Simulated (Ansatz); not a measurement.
```
atom    x (Å)    y (Å)    z (Å)
  Si   0.0000   0.0000   0.0000
   F   0.9891   0.9891   0.9891
   F   0.9891  -0.9891  -0.9891
   F  -0.9891   0.9891  -0.9891
   F  -0.9891  -0.9891   0.9891
```

Basis set: def2-TZVP (spherical functions). Left uncorrelated: 9 orbitals. Charge 0, multiplicity 1.

Computed with Ansatz (development build ahead of 0.2.0); each method stands on the lowest determinant of its kind that the runs found. Restricted open shells among the atoms or ions are ROHF, correlated in semicanonical orbitals with singles.

Problem. Give the atomization energy at this shape (free ground-state atoms in the same class of orbitals less the molecule, no zero-point energy) of singlet SiF₄ by RHF-MP2, RHF.

Solution.

| method | atomization energy |
| --- | --- |
| RHF-MP2 | 23.98 eV |
| RHF | 16.96 eV |

Caution: no unrestricted run beside it, a lower state can exist; the shape is not the minimum.
